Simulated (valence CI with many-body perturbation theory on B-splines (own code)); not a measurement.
# Valence orbitals of Pt38+

Calculated by valence CI with perturbative core correlation (CI+MBPT): four valence electrons over a frozen Dirac-Fock core [Kr], a basis of 9 s, 9 p, 10 d, 8 f, 5 g, 3 h, 1 i functions for each j, with the one-electron correlation potential Σ1 (screened to all orders), the two-electron term Σ2, the three-electron term Σ3, Breit, model QED; selected single and double excitations, second order for the rest (own B-spline code, finite nucleus).

No measured spectrum was set against this ion. As an estimate, large intervals hold to a few tenths of a per cent, small ones and those within an open d or f shell to about a per cent. Only levels of the ground parity were solved; by the run's estimate the other parity begins above the list, which can be wrong where configurations are misplaced.

These are the spectroscopic orbitals of the CI (the correlating ones are not listed), shaped by the core and the other valence electrons. h is the expectation value of the core's Dirac-Fock operator, without the valence repulsion; Σ1 is computed up to l = 3 at one energy for each symmetry, that of its lowest orbital but kept below the first core excitation, so for empty shells it is not the orbital's own correlation shift; Breit and QED include the response of the core.

```tsv
Orbital	h (hartree)	Σ1 (cm⁻¹)	Breit (cm⁻¹)	QED (cm⁻¹)	⟨r⟩ (bohr)
5s1/2	-49.256	-11734	6041	4638	0.6691
6s1/2	-32.07	-4670	3190	2480	1.025
7s1/2	-22.572	-2433	1852	1466	1.460
5p1/2	-47.285	-11851	9310	164	0.6761
6p1/2	-31.006	-4868	5035	94.1	1.040
7p1/2	-21.933	-2577	2962	57.5	1.482
5p3/2	-45.357	-10354	5311	557	0.7072
6p3/2	-29.982	-4407	2920	309	1.076
7p3/2	-21.323	-2368	1913	187	1.526
4d3/2	-71.299	-23504	9955	-948	0.3914
5d3/2	-42.25	-11155	4300	-336	0.7082
6d3/2	-28.302	-5101	2325	-175	1.096
4d5/2	-70.346	-22626	5977	-431	0.3979
5d5/2	-41.833	-10945	2647	-123	0.7161
6d5/2	-28.076	-4992	1441	-61.5	1.105
4f5/2	-62.583	-46847	2614	-807	0.3682
5f5/2	-38.549	-10844	1272	-291	0.7058
4f7/2	-62.331	-41373	242	-618	0.3708
5f7/2	-38.432	-10511	277	-209	0.7086
5g7/2	-36.065		-154	-130	0.6631
5g9/2	-36.027		-389	-98.2	0.6644
```

Among the shells of the start configuration 4d4, Σ1 is largest in size for 4d3/2, where it is 0.15 % of h.

Lowest root of each symmetry, sizes in configuration state functions:

```csv
J,Parity,Roots,Reference,Variational,Second order,Change by selected CI (cm⁻¹),Change by second order (cm⁻¹)
0,even,5,26,9392,40335,-5907,-2
1,even,4,44,17939,107485,-4829,-9
2,even,8,78,25730,164586,-5851,-17
3,even,6,77,24382,204490,-6210,-30
4,even,7,85,24907,216614,-6153,-35
5,even,2,63,22785,154354,-5896,-17
6,even,2,54,19347,179395,-6329,-14
```
